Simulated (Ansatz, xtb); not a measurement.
Molecule: C₅H₇ (charge -1, singlet). It need not be the lowest isomer of its formula. Whether it binds its extra electron was not tested at this geometry. SMILES: C=C/C=C\[CH2-]
Structure (B3LYP-D3(BJ)/def2-TZVP (Ansatz, a quantum-chemistry and plane-wave program) minimum search):
```
C
H 1 1.0879
C 1 1.4082 2 117.56
C 3 1.3692 1 129.93 2 0.00
H 4 1.0832 3 121.35 1 -180.00
H 4 1.0864 5 116.96 3 -180.00
H 3 1.0917 4 115.33 5 0.00
C 1 1.4146 2 116.83 3 180.00
C 8 1.3722 1 132.42 2 180.00
H 9 1.0832 8 120.56 1 180.00
H 9 1.0844 10 116.71 8 180.00
H 8 1.0932 9 114.25 10 0.00
```
Charge -1, spin multiplicity 1.

Harmonic wavenumbers from GFN2-xTB (xtb, at its own minimum), cm⁻¹: 165, 210, 245, 389, 553, 566, 596, 596, 611, 713, 930, 961, 990, 1024, 1100, 1259, 1284, 1339, 1373, 1452, 1495, 1629, 1639, 2887, 2947, 2973, 3012, 3019, 3029, 3064.

Problem. Give the harmonic wavenumbers at B3LYP-D3(BJ)/def2-TZVP (Ansatz, finite differences of forces, unscaled).

Solution. 110, 202, 235, 400, 529, 553, 613, 631, 658, 704, 914, 958, 983, 1035, 1084, 1248, 1287, 1304, 1366, 1452, 1492, 1584, 1603, 3037, 3067, 3098, 3104, 3118, 3179, 3184 cm⁻¹. Zero-point energy 61.1 kcal/mol.

Problem. From these and the geometry, give the ideal-gas thermochemistry at 298.15 K and 1 atm (rigid rotor, harmonic oscillator).

Solution. Point group Cs, rotational symmetry number 1. Rotational constants 18.58, 2.626, 2.301 GHz. S(trans) 38.53, S(rot) 25.46, S(vib) 11.45, S(elec, spin only) 0.00, S 75.4 cal/(mol K). H(298) - H(0) 4.43 kcal/mol; G - E(el) 43.0 kcal/mol.
